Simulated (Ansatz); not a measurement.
Br₃HOZr (`[OH][Zr]([Br])([Br])[Br]`). Charge 0, multiplicity 1. Zr: def2 effective core potential.

```xyz
6

O    -1.2751    0.4606    0.6328
Zr    0.3221   -0.1160   -0.1598
Br   -0.0039   -2.4118   -1.0653
Br    0.9234    1.4448   -2.0035
Br    2.1225   -0.1309    1.5594
H    -2.0890    0.7533    1.0364
```

**Question.** List the harmonic frequencies (cm⁻¹, unscaled) at PBE0-D4/def2-TZVP in Ansatz. (Estimate.)

**Answer.** Computed: 62, 62, 81, 132, 132, 245, 245, 250, 318, 318, 763, 3977.

**Question.** Is this a minimum?

**Answer.** Yes, all 12 modes are real.

**Question.** Give the ideal-gas thermochemistry at 298.15 K and 1 bar (rigid rotor, harmonic oscillator; point group C3v, symmetry number 3).

**Answer.** Zero-point energy 39.4 kJ/mol; H(298) − E = 65.3 kJ/mol; entropy 418.2 J/(mol·K), of which translation 181.8, rotation 125.0, vibration 111.4; G(298) − E = -59.4 kJ/mol. Modes under 100 cm⁻¹ are hindered rotations or soft bends, so the harmonic entropy is rough.
